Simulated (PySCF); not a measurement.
A PySCF script (with the pyscf-properties extension) for the NMR shieldings of `CC#CP(N)C(C)(C)C`, C$_{7}$H$_{14}$NP, on a GFN2-xTB geometry:

```python
import basis_set_exchange as bse
import numpy as np
from pyscf import gto, dft
from pyscf.prop import nmr

atoms = """
C     3.884101    0.081818   -0.548804
C     2.565109    0.185729    0.035634
C     1.442316    0.272740    0.466412
P    -0.110374    0.399962    1.318875
N    -0.499023    2.044915    1.046356
C    -1.185678   -0.385432   -0.030513
C    -2.628227   -0.310262    0.464638
C    -1.053921    0.327178   -1.372618
C    -0.748926   -1.843199   -0.156863
H     4.524353    0.875858   -0.164320
H     3.827073    0.168184   -1.634355
H     4.326133   -0.881573   -0.294455
H     0.008460    2.475823    0.281451
H    -0.398314    2.610153    1.879969
H    -2.917195    0.726755    0.626974
H    -3.308313   -0.750434   -0.263865
H    -2.735598   -0.848469    1.405386
H    -0.014918    0.348038   -1.698646
H    -1.639712   -0.195539   -2.128339
H    -1.423985    1.347751   -1.303791
H    -1.397571   -2.377541   -0.849936
H    -0.795743   -2.339894    0.811682
H     0.275201   -1.905578   -0.521673
"""
names = dict.fromkeys(["C", "P", "N", "H"], "pcSseg-1")
basis = {el: gto.basis.parse(bse.get_basis(n, elements=[el], fmt="nwchem")) for el, n in names.items()}
mol = gto.M(atom=atoms, basis=basis, charge=0, verbose=0)
mf = dft.RKS(mol, xc="PBE0")
mf.grids.level = 2
mf.grids.alignment = dft.numint.BLKSIZE   # the property module wants whole blocks of grid points
mf.conv_tol = 1e-9
mf.kernel()

calc = nmr.RKS(mf)   # GIAO
C = mf.mo_coeff
Co = C[:, mf.mo_occ > 0]
resp = mf.gen_response(singlet=True, hermi=2)
def vind(x):   # induced exchange potential for any number of trial vectors
    d = np.einsum("pi,xij,qj->xpq", C, 2 * x.reshape(-1, C.shape[1], Co.shape[1]), Co, optimize=True)
    return np.einsum("xpq,pi,qj->xij", resp(d - d.transpose(0, 2, 1)), C, Co, optimize=True).ravel()
mo1, _ = nmr.rhf.solve_mo1(calc, with_cphf=vind)
sigma = calc.kernel(mo1)
for i, s in enumerate(sigma):   # ppm
    print("%2d %-2s %9.2f" % (i, mol.atom_pure_symbol(i), np.trace(s) / 3))
```

**Question.** Give the expected output.

**Answer.** 
```
 0 C     180.88
 1 C      75.44
 2 C      96.92
 3 P     314.33
 4 N     232.22
 5 C     148.84
 6 C     159.58
 7 C     162.33
 8 C     158.86
 9 H      29.57
10 H      29.53
11 H      29.53
12 H      30.51
13 H      30.20
14 H      29.97
15 H      30.83
16 H      30.76
17 H      30.13
18 H      30.96
19 H      30.20
20 H      30.78
21 H      30.77
22 H      30.26
```

These numbers come from an equivalent density-fitted implementation of the same equations, which agrees with the script to about 0.01 ppm for H and up to a few tenths of a ppm for heavy atoms, so last digits may differ.

Size and cost of the density-fitted run: 230 basis functions, 51 s wall time on 1 thread of an Intel Xeon Platinum 8488C, shared host; peak memory 1.1 GiB.
